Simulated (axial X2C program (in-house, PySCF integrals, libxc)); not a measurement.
Spin–orbit effects down a group: molecules with Pd, MP2

All values come from calculations with an in-house all-electron X2C program for linear molecules (integrals from PySCF), spin-free (one-electron X2C) or two-component (2c: spin–orbit coupling with atomic mean-field Coulomb and Gaunt terms, which also bring small scalar terms), in Dyall basis sets with cores contracted in-house; open shells are unrestricted.

Basis sets: Be dyall-cv3z, Mg dyall-cv3z, Pd dyall-cv3z, Sr dyall-cv3z. Frozen shells (counts by l): BePd Pd 4s3p1d, Be 1s, 12 electrons correlated; MgPd Pd 4s3p1d, Mg 2s1p, 12 electrons correlated; SrPd Pd 4s3p1d, Sr 4s3p1d, 12 electrons correlated. Where the outer core of a metal is frozen, bonds come out longer and ionisation energies lower.

```json
{"molecule": "BePd", "spin-free state": "M_S = 0, Λ = 0", "Re (Å)": "1.894", "ωe (cm⁻¹)": "674.4", "De (eV)": "2.30", "2c state": "Ω = 0", "Re 2c (Å)": "1.893", "ωe 2c (cm⁻¹)": "674.1", "De 2c (eV)": "2.30"}
{"molecule": "MgPd", "spin-free state": "M_S = 0, Λ = 0", "Re (Å)": "2.329", "ωe (cm⁻¹)": "312.3", "De (eV)": "1.35", "2c state": "Ω = 0", "Re 2c (Å)": "2.329", "ωe 2c (cm⁻¹)": "312.0", "De 2c (eV)": "1.35"}
{"molecule": "SrPd", "spin-free state": "M_S = 0, Λ = 0", "Re (Å)": "2.546", "ωe (cm⁻¹)": "172.4", "De (eV)": "1.60", "2c state": "Ω = 0", "Re 2c (Å)": "2.545", "ωe 2c (cm⁻¹)": "172.5", "De 2c (eV)": "1.60"}
```

Each entry is the lowest single determinant of a limited PBE0 search at one distance. De goes to single-determinant-based atoms at the same level (for ions the charge split of lowest energy) and is withheld (n/a) where an atom does not fit its ground term or J level. Main or longest-lived isotopes.
